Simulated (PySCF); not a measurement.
## One molecule, many functionals

Species: C₄H₁₀GeSi.
InChI=1S/C4H10GeSi/c1-6(2)4-3-5/h6H,1-2,5H3

Linear-response calculations in the def2-SVPD basis (PySCF; singlets by full response, triplets Tamm–Dancoff, core orbitals frozen in the response; HF means time-dependent Hartree–Fock). 'Strongest' is the level of largest summed f among the singlets computed (10 roots, of which the last may lack a degenerate partner); it can jump between rows when another state enters that window. S1 is the lowest singlet of each run and needn't be the same state throughout; f(S1) is that of one state. Geometry: PBE0-D3(BJ)/def2-SVP; no solvent, vibrations or thermal averaging. Relativistic effects, spin–orbit coupling among them, are left out although an element past zinc is present.

```json
{"functional": "LDA", "kind": "LDA", "S1 (eV)": "5.44", "f(S1)": "0.000", "strongest (eV)": "6.52", "T1 (eV)": "4.77", "HOMO (eV)": "-6.75", "gap (eV)": "5.42", "ionisation energy, ΔSCF (eV)": "9.37"}
{"functional": "PBE", "kind": "GGA", "S1 (eV)": "5.49", "f(S1)": "0.000", "strongest (eV)": "6.58", "T1 (eV)": "4.61", "HOMO (eV)": "-6.63", "gap (eV)": "5.48", "ionisation energy, ΔSCF (eV)": "9.23"}
{"functional": "B3LYP", "kind": "global hybrid, 20% exact exchange", "S1 (eV)": "5.60", "f(S1)": "0.000", "strongest (eV)": "7.17", "T1 (eV)": "4.65", "HOMO (eV)": "-7.57", "gap (eV)": "7.10", "ionisation energy, ΔSCF (eV)": "9.54"}
{"functional": "PBE0", "kind": "global hybrid, 25% exact exchange", "S1 (eV)": "5.63", "f(S1)": "0.000", "strongest (eV)": "7.37", "T1 (eV)": "4.57", "HOMO (eV)": "-7.81", "gap (eV)": "7.53", "ionisation energy, ΔSCF (eV)": "9.58"}
{"functional": "BHandHLYP", "kind": "global hybrid, 50% exact exchange", "S1 (eV)": "5.56", "f(S1)": "0.000", "strongest (eV)": "7.90", "T1 (eV)": "4.55", "HOMO (eV)": "-8.84", "gap (eV)": "9.48", "ionisation energy, ΔSCF (eV)": "9.64"}
{"functional": "CAM-B3LYP", "kind": "range-separated hybrid", "S1 (eV)": "5.64", "f(S1)": "0.000", "strongest (eV)": "7.75", "T1 (eV)": "4.66", "HOMO (eV)": "-9.12", "gap (eV)": "9.88", "ionisation energy, ΔSCF (eV)": "9.78"}
{"functional": "wB97X-D", "kind": "range-separated hybrid", "S1 (eV)": "5.67", "f(S1)": "0.000", "strongest (eV)": "7.82", "T1 (eV)": "4.73", "HOMO (eV)": "-9.65", "gap (eV)": "11.10", "ionisation energy, ΔSCF (eV)": "9.76"}
{"functional": "LC-wPBE", "kind": "range-separated hybrid", "S1 (eV)": "5.71", "f(S1)": "0.000", "strongest (eV)": "8.26", "T1 (eV)": "4.57", "HOMO (eV)": "-10.52", "gap (eV)": "12.31", "ionisation energy, ΔSCF (eV)": "9.97"}
{"functional": "HF", "kind": "Hartree–Fock", "S1 (eV)": "5.19", "f(S1)": "0.000", "strongest (eV)": "8.66", "T1 (eV)": "3.97", "HOMO (eV)": "-10.47", "gap (eV)": "12.52", "ionisation energy, ΔSCF (eV)": "not settled"}
```

S1 runs from 5.19 eV (HF) to 5.71 eV (LC-wPBE), a spread of 0.51 eV, while the orbital gap spreads over 7.1 eV. −ε(HOMO) comes closest to its own ΔSCF ionisation energy with wB97X-D (-0.11 eV) and misses most with LDA (-2.62 eV). 'Not settled' means that the ion's SCF failed to converge or may have ended in another state than the lowest.
